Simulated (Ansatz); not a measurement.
System: InCl, charge 0, multiplicity 1. 
Coordinates optimised at B3LYP-D3(BJ)/def2-TZVP (Ansatz, a first-principles code):
SMILES: [Cl][In]
```xyz
2

In     0.0000     0.0000    -0.6288
Cl     0.0000     0.0000     1.8123
```

Property: vertical ionisation energy (to the doublet state of charge +1; each state is the SCF solution reached for its spin), in eV. Cores are frozen in the correlated levels unless marked. Open shells are spin-unrestricted. Spin-orbit coupling is left out. The frozen core is the preceding noble-gas configuration, with the filled d and f shells of earlier blocks. In def2 rows, elements after Kr have scalar-relativistic effective core potentials. CBS(X,Y): correlation extrapolated as X^-3; Hartree-Fock from the larger set.

```tsv
level	program	vertical ionisation energy (eV)
SVWN5/def2-TZVPD	Ansatz	9.81
CCSD/def2-SVPD	Ansatz	9.28
CCSD/def2-TZVPPD	Ansatz	9.29
CCSD/def2-QZVPPD	Ansatz	…
CCSD(T)/CBS(def2-TZVPPD,def2-QZVPPD)	Ansatz	…
```

**Question.** Some entries are withheld; supply them.

**Answer.** 
- CCSD/def2-QZVPPD, vertical ionisation energy (eV): 9.34
- CCSD(T)/CBS(def2-TZVPPD,def2-QZVPPD), vertical ionisation energy (eV): 9.40
